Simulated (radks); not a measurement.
Question: Coherent X-ray form factor from a spherical all-electron density. Method: Dirac Kohn-Sham, PW91, spin-unpolarised, spherical densities, point nucleus; computed with a radial shooting solver on a logarithmic mesh with Libxc functionals.

sin(theta)/lambda (1/angstrom),f0 (electrons)
0.05,26.632
0.1,25.610
0.15,24.134
0.2,22.412
0.25,20.609
0.3,18.832
0.4,15.592
0.5,12.940
0.6,10.901
0.8,8.316
1,6.958
1.25,5.943
1.5,5.123
2,3.638

The species is in the configuration that NIST lists as its ground one. Which atom or ion scatters so?

Answer: The nickel ion Ni+, [Ar] 3d9. Extrapolating in s^2 from the first two rows gives f0(0) = 27.0, near the electron count 27; among species with that count, the fall with angle is slower the higher Z, and the table is that of Z = 28; from so few rows the species is fixed only to a neighbour or two.
